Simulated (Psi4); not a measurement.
C$_{2}$H$_{2}$N, doublet, at a GFN2-xTB geometry. Base run: BLYP/pcseg-1 run with Psi4.

The Psi4 input:
```
memory 2 GB

molecule {
0 2
  C     0.00333613   -0.16861170   -1.16204150
  C    -0.00051194    0.02587429    0.17832093
  N    -0.00381510    0.19281948    1.32887713
  H     0.93232340   -0.24906440   -1.69689616
  H    -0.92256280   -0.24424744   -1.70292033
}

set basis pcseg-1
set reference uks

energy('blyp')
print_variables()
```

The base run was repeated with changes; each row names its change, and settings that it needs were set with it.

| change | ΔE vs base (mEh) | SCF cycles | grid points | basis functions |
|---|---|---|---|---|
| base | 0.000 | 10 | 108389 | 52 |
| level_shift = 0.3 | 0.000 | 10 | 108389 | 52 |
| guess = modhuckel | 0.000 | 11 | 108389 | 52 |
| dft_radial_scheme = mura | 0.000 | 10 | 109214 | 52 |
| dft_spherical_points = 110 | 0.015 | 10 | 39424 | 52 |
| dft_pruning_scheme = treutler | -0.015 | 10 | 60227 | 52 |
| damping_percentage = 50 | -0.034 | 34 | 108389 | 52 |
| basis_guess = sto-3g | 0.000 | 8 | 108389 | 52 |
| dft_spherical_points = 590 | 0.001 | 10 | 211639 | 52 |
| dft_pruning_scheme = robust | 0.000 | 10 | 74747 | 52 |
| dft_nuclear_scheme = becke | -0.001 | 10 | 107979 | 52 |
| dft_radial_points = 99 | 0.000 | 10 | 142725 | 52 |
| guess = sap | 0.000 | 11 | 108389 | 52 |

Open shells are given as the SCF converged; they aren't shown to be the lowest states, and a large step between rows can be another state.
